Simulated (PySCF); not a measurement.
A structure optimised at PBE-D3(BJ)/def2-SVP, used in a PySCF frequency run:

```xyz
14

N     -0.0202    -0.9601    -2.5786
Si    -0.0856     0.4749    -1.5919
N      0.5320     0.0967     0.0000
Si    -0.0856     0.4749     1.5919
N     -0.0202    -0.9601     2.5786
H      0.0832    -0.8508    -3.5901
H     -0.6193    -1.7604    -2.3613
H     -1.4416     1.0832    -1.3314
H      0.7420     1.4673    -2.3697
H      1.4251    -0.4116     0.0000
H     -1.4416     1.0832     1.3314
H      0.7420     1.4673     2.3697
H     -0.6193    -1.7604     2.3613
H      0.0832    -0.8508     3.5901
```
Charge 0, spin multiplicity 1.

**Question.** Write its SMILES, formula and point group.

**Answer.** N[SiH2]N[SiH2]N, H₉N₃Si₂, Cs

**Question.** What are its rotational constants (standard atomic weights)?

**Answer.** 7.6903, 1.2852, 1.1646 GHz
